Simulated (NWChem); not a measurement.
C2H6O2Si; SMILES O=C(O)C[SiH3]

```xyz
11

O     -1.3061     0.9068     0.0000
C     -0.0906     1.0022     0.0000
O      0.5461     2.1995     0.0000
C      0.8678    -0.1654     0.0000
Si    -0.0495    -1.8358     0.0000
H     -0.1680     2.8744     0.0000
H      1.5403    -0.0827     0.8808
H      1.5403    -0.0827    -0.8808
H     -0.8952    -1.9753    -1.2316
H     -0.8952    -1.9753     1.2316
H      0.9877    -2.9278     0.0000
```
Atoms are numbered in this order, from 1.

Results from NWChem. Structure relaxed at the PBE-D3(BJ)/def2-SVP level. Level r2SCAN/def2-SVP: energy and gradient on several grids; changes count from the extra-fine grid, which is no exact limit either.

| grid | size of the energy change (μHa) | largest change of a gradient component (μHa/bohr) | time, medium = 1 (rough) |
|---|---|---|---|
| xcoarse | 10000 | 8000 | about 1 |
| coarse | 1000 | 200 | about 1 |
| medium | 400 | 50 | about 1 |
| fine | 10 | 50 | about 1 |
| xfine | < 10 | < 30 | 2 |
